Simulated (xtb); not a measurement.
Input for xtb: GFN1-xTB on CH5AlFN (SMILES C[NH][AlH][F]).

```
$ xtb mol.xyz --gfn 1 --sp --chrg 0 --uhf 0
9

C     -1.24356505     0.10160790     0.35605060
N     -0.10739948    -0.00349986    -0.55061414
Al     1.59746338    -0.12341016    -0.12546666
F      2.69645470    -0.23260759    -1.36141457
H     -1.93920585    -0.73639218     0.24439388
H     -0.89493239     0.09756059     1.39064282
H     -1.80618080     1.02882066     0.20646943
H     -0.39175874    -0.00270975    -1.51963856
H      2.08912422    -0.12936963     1.35957719
```

Output:

```
[...]
           -------------------------------------------------
          |                Calculation Setup                |
           -------------------------------------------------



           -------------------------------------------------
          |                 G F N 1 - x T B                 |
           -------------------------------------------------

        Reference                      10.1021/acs.jctc.7b00118
      * Hamiltonian:
        H0-scaling (s, p, d)           1.850000    2.250000    2.000000
        zeta-weighting                 0.000000
      * Dispersion:
        s8                             2.400000
        a1                             0.630000
        a2                             5.000000
        s9                             0.000000
      * Repulsion:
        kExp                           1.500000
        rExp                           1.000000
      * Coulomb:
        alpha                          2.000000
        third order                    atomic
        anisotropic                    false
      * Halogen bond correction:
        rad-scale                      1.300000
        damping                        0.440000


          ...................................................
          :                      SETUP                      :
          :.................................................:
          :  # basis functions                  32          :
          :  # atomic orbitals                  31          :
          :  # shells                           19          :
          :  # electrons                        24          :
          :  # halogen bonds                     0          :
          :  max. iterations                   250          :
          :  Hamiltonian                  GFN1-xTB          :
          :  restarted?                      false          :
          :  GBSA solvation                  false          :
          :  PC potential                    false          :
          :  electronic temp.          300.0000000     K    :
          :  accuracy                    1.0000000          :
          :  -> integral cutoff          0.2500000E+02      :
          :  -> integral neglect         0.1000000E-07      :
          :  -> SCF convergence          0.1000000E-05 Eh   :
          :  -> wf. convergence          0.2000000E-04 e    :
          :  Broyden damping             0.4000000          :
          :  net charge                          0          :
          :  unpaired electrons                  0          :
          ...................................................

 iter      E             dE          RMSdq      gap      omega  full diag
   1    -14.5848607 -0.145849E+02  0.656E+00    3.53       0.0  T
   2    -14.5993740 -0.145133E-01  0.396E+00    4.02       1.0  T
   3    -14.5992989  0.750464E-04  0.504E-01    3.81       1.0  T
   4    -14.6000235 -0.724593E-03  0.120E-01    3.96       1.0  T
   5    -14.6000869 -0.634359E-04  0.120E-02    3.92       2.8  T
   6    -14.6000878 -0.845497E-06  0.446E-03    3.92       7.5  T
   7    -14.6000879 -0.849631E-07  0.331E-04    3.92     100.8  T
   8    -14.6000879 -0.320609E-09  0.714E-05    3.92     466.7  T
   9    -14.6000879 -0.179625E-10  0.112E-05    3.92    2963.3  T

   *** convergence criteria satisfied after 9 iterations ***

         #    Occupation            Energy/Eh            Energy/eV
      -------------------------------------------------------------
         1        2.0000           -0.7960853             -21.6626
       ...           ...                  ...                  ...
         6        2.0000           -0.5297894             -14.4163
         7        2.0000           -0.5137289             -13.9793
         8        2.0000           -0.5016535             -13.6507
         9        2.0000           -0.4983483             -13.5607
        10        2.0000           -0.4832018             -13.1486
        11        2.0000           -0.4512696             -12.2797
        12        2.0000           -0.3859315             -10.5017 (HOMO)
        13                         -0.2417811              -6.5792 (LUMO)
        14                         -0.1471174              -4.0033
        15                         -0.1084673              -2.9515
        16                         -0.1062008              -2.8899
        17                         -0.0886849              -2.4132
       ...                                ...                  ...
        31                          1.1342529              30.8646
      -------------------------------------------------------------
                  HL-Gap            0.1441505 Eh            3.9225 eV
             Fermi-level           -0.3138563 Eh           -8.5405 eV

 SCC (total)                   0 d,  0 h,  0 min,  0.009 sec
 SCC setup                      ...        0 min,  0.000 sec (  1.188%)
 Dispersion                     ...        0 min,  0.000 sec (  3.054%)
 classical contributions        ...        0 min,  0.000 sec (  0.196%)
 integral evaluation            ...        0 min,  0.002 sec ( 24.657%)
 iterations                     ...        0 min,  0.002 sec ( 22.748%)
 molecular gradient             ...        0 min,  0.004 sec ( 46.290%)
 printout                       ...        0 min,  0.000 sec (  1.733%)

         :::::::::::::::::::::::::::::::::::::::::::::::::::::
         ::                     SUMMARY                     ::
         :::::::::::::::::::::::::::::::::::::::::::::::::::::
         :: total energy             -14.501321317603 Eh    ::
         :: gradient norm              0.029583097634 Eh/a0 ::
         :: HOMO-LUMO gap              3.922534186305 eV    ::
         ::.................................................::
         :: SCC energy               -14.600087879133 Eh    ::
         :: -> electrostatic           0.048380721937 Eh    ::
         :: repulsion energy           0.100865386500 Eh    ::
         :: dispersion energy         -0.002098824971 Eh    ::
         :: halogen bond corr.         0.000000000000 Eh    ::
         :: add. restraining           0.000000000000 Eh    ::
         :: total charge              -0.000000000000 e     ::
         :::::::::::::::::::::::::::::::::::::::::::::::::::::

           -------------------------------------------------
          |                Property Printout                |
           -------------------------------------------------

    * Orbital Energies and Occupations

         #    Occupation            Energy/Eh            Energy/eV
      -------------------------------------------------------------
         1        2.0000           -0.7960853             -21.6626
         2        2.0000           -0.7364648             -20.0402
         3        2.0000           -0.6276084             -17.0781
         4        2.0000           -0.5544714             -15.0879
         5        2.0000           -0.5342656             -14.5381
         6        2.0000           -0.5297894             -14.4163
         7        2.0000           -0.5137289             -13.9793
         8        2.0000           -0.5016535             -13.6507
         9        2.0000           -0.4983483             -13.5607
        10        2.0000           -0.4832018             -13.1486
        11        2.0000           -0.4512696             -12.2797
        12        2.0000           -0.3859315             -10.5017 (HOMO)
        13                         -0.2417811              -6.5792 (LUMO)
        14                         -0.1471174              -4.0033
        15                         -0.1084673              -2.9515
        16                         -0.1062008              -2.8899
        17                         -0.0886849              -2.4132
Note: The following floating-point exceptions are signalling: IEEE_DENORMAL
normal termination of xtb
        18                         -0.0788837              -2.1465
        19                         -0.0592305              -1.6117
        20                         -0.0300398              -0.8174
        21                          0.0185044               0.5035
        22                          0.0231848               0.6309
        23                          0.0780110               2.1228
       ...                                ...                  ...
        31                          1.1342529              30.8646
      -------------------------------------------------------------
                  HL-Gap            0.1441505 Eh            3.9225 eV
             Fermi-level           -0.3138563 Eh           -8.5405 eV

  Mulliken/CM5 charges         n(s)   n(p)   n(d)
     1C     0.08203 -0.00540   0.970  2.948  0.000
     2N    -0.49561 -0.82846   1.442  4.053  0.000
     3Al    0.56232  0.50921   1.076  1.019  0.343
     4F    -0.35144 -0.33640   1.773  5.578  0.000
     5H     0.01683  0.07611   0.983  0.000  0.000
     6H     0.02770  0.09041   0.972  0.000  0.000
     7H     0.01683  0.07611   0.983  0.000  0.000
     8H     0.21621  0.41348   0.784  0.000  0.000
     9H    -0.07487  0.00495   1.075  0.000  0.000

Wiberg/Mayer (AO) data.
largest (>0.10) Wiberg bond orders for each atom

 ---------------------------------------------------------------------------
     #   Z sym  total        # sym  WBO       # sym  WBO       # sym  WBO
 ---------------------------------------------------------------------------
     1   6 C    3.981 --     7 H    0.980     5 H    0.980     6 H    0.966
                             2 N    0.964
     2   7 N    3.100 --     3 Al   1.108     1 C    0.964     8 H    0.900
     3  13 Al   3.193 --     2 N    1.108     4 F    1.067     9 H    0.875
     4   9 F    1.144 --     3 Al   1.067
     5   1 H    1.012 --     1 C    0.980
     6   1 H    1.003 --     1 C    0.966
     7   1 H    1.012 --     1 C    0.980
     8   1 H    0.955 --     2 N    0.900
     9   1 H    0.997 --     3 Al   0.875
 ---------------------------------------------------------------------------

Topologies differ in total number of bonds
Writing topology from bond orders to xtbtopo.mol

 dipole moment from electron density (au)
     X       Y       Z
  -0.9629   0.0803   0.3567  total (Debye):    2.618


           -------------------------------------------------
          | TOTAL ENERGY              -14.501321317603 Eh   |
          | GRADIENT NORM               0.029583097634 Eh/α |
          | HOMO-LUMO GAP               3.922534186305 eV   |
           -------------------------------------------------

------------------------------------------------------------------------
------------------------------------------------------------------------
 total:
 SCF:
```

The run finished.

Cost: around 0.03 core-seconds (rough).
